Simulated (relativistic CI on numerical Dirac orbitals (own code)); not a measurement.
W72+: sensitivity of the levels to the model

Base calculation: Dirac-Coulomb-Breit CI, orbitals from a KLI potential per configuration, model QED (radiative potential, 1s self-energy scaled to tabulated hydrogen-like ionisation energies), unscaled Slater integrals.

Configuration list: 1s2, 1s 2s, 1s 2p, 1s 3s, 1s 3p, 1s 3d, 1s 4s, 1s 4p, 1s 4d, 1s 4f, 1s 5s, 1s 5p, 1s 5d, 1s 5f, 1s 5g, 1s 6s, 1s 6p, 1s 6d, 2s2. Levels of other configurations are missing.

Variants: (1) valence Slater integrals scaled by 0.9; (2) configuration mixing switched off. Shifts of the energy above 1s2 1S_0, in eV, for the lowest level and the first level of each name with at least 55 % of one term (blank where a level changes its place among those of its configuration and J or its character, or is not in the variant):

| Level | Base | Δ(1) | Δ(2) |
| --- | --- | --- | --- |
| 1s2 1S_0 | 0.0 | 0.0 | 0.0 |
| 1s 2s 3S_1 | 58991.0 | +3.0 | -0.5 |
| 1s 2p 3P°_1 | 59106.5 | -0.4 | -0.5 |
| 1s 2s 1S_0 | 59143.6 | -9.0 | -0.1 |
| 1s 2p 3P°_0 | 59146.3 | +1.9 | -0.3 |
| 1s 2p 3P°_2 | 60681.7 | +1.5 | -0.5 |
| 1s 2p 1P°_1 | 60732.0 | -2.7 | -0.4 |
| 1s 3s 3S_1 | 70412.6 | +0.8 | -0.5 |
| 1s 3p 3P°_1 | 70443.4 | -0.1 | -0.5 |
| 1s 3s 1S_0 | 70453.3 | -2.3 | -0.8 |
| 1s 3p 3P°_0 | 70453.8 | +0.5 | -0.5 |
| 1s 3p 3P°_2 | 70912.4 | +0.4 | -0.5 |
| 1s 3d 3D_2 | 70922.1 | 0.0 | -0.5 |
| 1s 3d 3D_1 | 70926.3 | 0.0 | -0.5 |
| 1s 3p 1P°_1 | 70927.5 | -0.8 | -0.5 |
| 1s 3d 3D_3 | 71056.3 | 0.0 | -0.5 |
| 1s 3d 1D_2 | 71059.3 | 0.0 | -0.5 |
| 1s 4s 3S_1 | 74328.5 | +0.3 | -0.5 |
| 1s 4p 3P°_1 | 74340.9 | -0.1 | -0.5 |
| 1s 4s 1S_0 | 74344.9 | -0.9 | -0.7 |
| 1s 4p 3P°_0 | 74345.0 | +0.2 | -0.5 |
| 1s 4p 3P°_2 | 74537.3 | +0.2 | -0.5 |

At this charge energies of transitions that change n are usually good to better than 1 %, and those within a shell (Δn = 0) to a few per cent.

Ionisation energy from the two ground configurations alone: base 79177.6 eV. The NIST ASD value (theoretical) is 79181.9 eV.

LS names give the leading component of a level, which can be under half, so a name can repeat, a term be missing and a line seem to break the LS rules.
